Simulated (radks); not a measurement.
Task: Species: Mo IV. Configuration: [Kr] 4d3. All-electron calculation, non-relativistic Kohn-Sham, TPSS, spin-unpolarised, spherical densities, point nucleus; meta-GGA in the generalised Kohn-Sham scheme; relativity is left out, which matters for an element this heavy. Program: a radial shooting solver on a logarithmic mesh with Libxc functionals. Some entries of the table are withheld. Estimate them.

| orbital | occ. | eigenvalue (hartree) | <r^2> (bohr^2) |
|---|---|---|---|
| 1s | 2 | (1) | 0.001762 |
| 2s | 2 | -99.97994 | 0.02957 |
| 2p | 6 | (2) | 0.02254 |
| 3s | 2 | -18.01697 | 0.2217 |
| 3p | 6 | -14.98467 | 0.2204 |
| 3d | 10 | -9.46032 | 0.2065 |
| 4s | 2 | -3.43093 | 1.429 |
| 4p | 6 | -2.55953 | 1.702 |
| 4d | 3 | -1.21866 | (3) |

Result: 
(1) 1s eigenvalue (hartree): -712.2785
(2) 2p eigenvalue (hartree): -92.10922
(3) 4d <r^2> (bohr^2): 2.967
